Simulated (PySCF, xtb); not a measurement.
Al(H)(F)(NMe2) (C2H7AlFN), SMILES C[N](C)[AlH][F].

xtb with GFN2-xTB at its own geometry gives an orbital gap of 3.27 eV and a dipole moment of 2.12 D.

Geometry: PBE-D3(BJ)/def2-SVP. One conformer was computed; it need not be the lowest.

Task: What does PBE/def2-TZVP (PySCF) give? (Estimate from the structure and the level; the computed values follow.)

Result: gap 4.21 eV (levels -5.35 and -1.14 eV), dipole 1.94 D.
